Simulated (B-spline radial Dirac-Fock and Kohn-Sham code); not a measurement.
The V-like isoelectronic sequence (23 electrons), Z = 23 to 34

Model: ΔSCF Dirac-Fock with Breit, self-energy and vacuum polarisation, finite nucleus, configuration average. Program: an atomic code on a B-spline grid. Binding energies in eV, tabulated ground configurations. The model has no electron correlation.

| ion | configuration | 2p3/2 | 3p1/2 | 3p3/2 | 3d | outermost level | NIST ionisation energy |
| --- | --- | --- | --- | --- | --- | --- | --- |
| V | [Ar] 3d3 4s2 | 526.0 | 51.56 | 50.75 | 9.29 | 6.12 (4s) | – |
| Cr⁺ | [Ar] 3d5 | 589.8 | 60.88 | 59.90 | 13.47 | 13.47 (3d) | 16.48631 |
| Mn²⁺ | [Ar] 3d5 | 673.6 | 83.59 | 82.35 | 30.26 | 30.26 (3d) | 33.668 ± 0.012 |
| Fe³⁺ | [Ar] 3d5 | ? | ? | ? | ? | ? | ? |
| Co⁴⁺ | [Ar] 3d5 | 864.3 | 140.6 | 138.7 | 75.43 | 75.43 (3d) | 79.5 ± 0.2 |
| Ni⁵⁺ | [Ar] 3d5 | 970.7 | 174.4 | 172.0 | 103.2 | 103.2 (3d) | 108 ± 1 |
| Cu⁶⁺ | [Ar] 3d5 | 1084.2 | 211.5 | 208.5 | 134.3 | 134.3 (3d) | 139 ± 1.2 |
| Zn⁷⁺ | [Ar] 3d5 | 1204.7 | 251.9 | 248.3 | 168.7 | 168.7 (3d) | 173.9 ± 1.7 |
| Ga⁸⁺ | [Ar] 3d5 | 1332.2 | 295.5 | 291.3 | 206.2 | 206.2 (3d) | 211 ± 2.2 |
| Ge⁹⁺ | [Ar] 3d5 | 1466.7 | 342.4 | 337.4 | 246.9 | 246.9 (3d) | 252.1 ± 2.2 |
| As¹⁰⁺ | [Ar] 3d5 | 1608.2 | 392.6 | 386.7 | 290.7 | 290.7 (3d) | 296 ± 2.4 |
| Se¹¹⁺ | [Ar] 3d5 | 1756.6 | 446.0 | 439.0 | 337.7 | 337.7 (3d) | 342.9 ± 2.5 |

Q: Fill in the row of Fe³⁺.

A: 2p3/2 765.2, 3p1/2 110.3, 3p3/2 108.7, 3d 51.04, outermost 51.04 (3d), NIST 54.91 ± 0.04 eV.

NIST's values are for the lowest levels; a dash marks a value that is missing or belongs to another shell. Their kind here: measured, semi-empirical, theoretical. Where a p, d or f shell is open in either ion the computed value averages over both j values and all terms, while the table refers to the lowest levels; that difference holds spin-orbit splitting (largest in heavy or highly charged ions), term energies where several electrons share open shells, and correlation, and it can reach 10 % or more.
